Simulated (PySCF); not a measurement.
# Correlation energy of Te⁺ (tellurium, charge +1)

Starting occupation: [Kr] 4d10 5s2 5p3, 5p3/2 with m_j = -1/2, +1/2, +3/2. Computed with PySCF 2.14 in x2c-SVPall-2c with one added diffuse shell each of s, p type (7s9p4d, 54 functions), with X2C-1e with screened-nucleus spin-orbit coupling, Gaussian nucleus. Frozen: [Ar] 3d10; 23 electrons correlated; the 6 highest virtual spinors left out.

MP2 pair energies summed by pair of shells (mhartree):

| pair | energy | share (%) |
| --- | --- | --- |
| 5p-5s | -28.77 | 28.1 |
| 4d-4p | -17.08 | 16.7 |
| 4d-4d | -12.25 | 12.0 |
| 5p-5p | -10.99 | 10.7 |
| 4p-4p | -9.81 | 9.6 |
| 4d-5p | -7.65 | 7.5 |
| 5s-5s | -5.21 | 5.1 |
| 4d-5s | -3.93 | 3.8 |
| 4d-4s | -1.85 | 1.8 |
| 4p-5p | -1.85 | 1.8 |
| 4p-5s | -1.15 | 1.1 |
| 4p-4s | -1.05 | 1.0 |
| 4s-4s | -0.42 | 0.4 |
| 4s-5s | -0.20 | 0.2 |
| 4s-5p | -0.13 | 0.1 |

Total MP2 correlation energy: -102.33 mhartree.

The GHF reference relaxed away from the jj start to a determinant that is no pure jj level (⟨S²⟩ = 3.65, ⟨J²⟩ = 3.75); the energies belong to that determinant.

This basis was not built for core-valence correlation, so the inner-shell part is incomplete.
